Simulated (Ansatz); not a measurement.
One change: `C[NH][GeH3]` becomes `C[N]([GeH3])[InH2]`.

Ansatz, PBE0-D4/def2-TZVP geometries, multiplicity 1. 

Elements past krypton have def2 core potentials. Scalar relativity is left out up to krypton.

```
                                                                                  property  `C[NH][GeH3]`
                                                     HOMO energy (ωB97M-V/def2-TZVPP) / eV          -8.99
                                                     HOMO–LUMO gap (B3LYP/def2-TZVPP) / eV           6.71
                                                     LUMO energy (ωB97M-V/def2-TZVPP) / eV           2.16
                                                        HOMO energy (PBE0/def2-TZVPP) / eV          -6.66
ideal-gas entropy at 298 K and 1 bar (rigid rotor, harmonic PBE0-D4/def2-TZVP) / J/(mol·K)            310
                                          size of the dipole moment (B3LYP/def2-TZVPP) / D           0.87
```

Task: Give the same properties after the change, and the shifts. (Best estimate.)

Result: The calculation gave: 
```tsv
property	`C[N]([GeH3])[InH2]`	shift
HOMO energy (ωB97M-V/def2-TZVPP) / eV	-8.72	0.27
HOMO–LUMO gap (B3LYP/def2-TZVPP) / eV	4.71	-2.00
LUMO energy (ωB97M-V/def2-TZVPP) / eV	0.05	-2.11
HOMO energy (PBE0/def2-TZVPP) / eV	-6.48	0.18
ideal-gas entropy at 298 K and 1 bar (rigid rotor, harmonic PBE0-D4/def2-TZVP) / J/(mol·K)	382	72
size of the dipole moment (B3LYP/def2-TZVPP) / D	0.54	-0.33
```

With PBE0 the HOMO rises by 0.18 eV and the LUMO falls by 1.89 eV, so the gap narrows by about 2.07 eV. PBE moves the HOMO by -0.05 eV and ωB97M-V by 0.27 eV. The zero-point energy changes by 3.5 kJ/mol with +6 modes. Dipoles are sizes alone; their direction can turn.

B3LYP here is the variant with VWN-RPA as its local correlation; programs differ in this.
